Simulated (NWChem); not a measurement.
Species: C3H7NSi; SMILES C([C@H](C)[SiH3])#N

Program: NWChem. All runs use the structure optimised with B3LYP/6-31G* (spherical d). Level: M06-2X/def2-SVP with SMD (1 M gas to 1 M solution), gas-phase geometry. Reactions with the solvent are ignored.

For solvent dichloromethane:

```
Property                                     Result
-------------------------------------------  ------
solvation free energy (kcal/mol)               -5.4
cavity-dispersion-structure term (kcal/mol)     0.3
dipole in solution (D)                         4.88
```

Problem. How do the values read with solvent water instead?

Solution. The solvation free energy (kcal/mol) is -1.4. The cavity-dispersion-structure term (kcal/mol) is 5.0 and the dipole in solution (D) is 5.04.
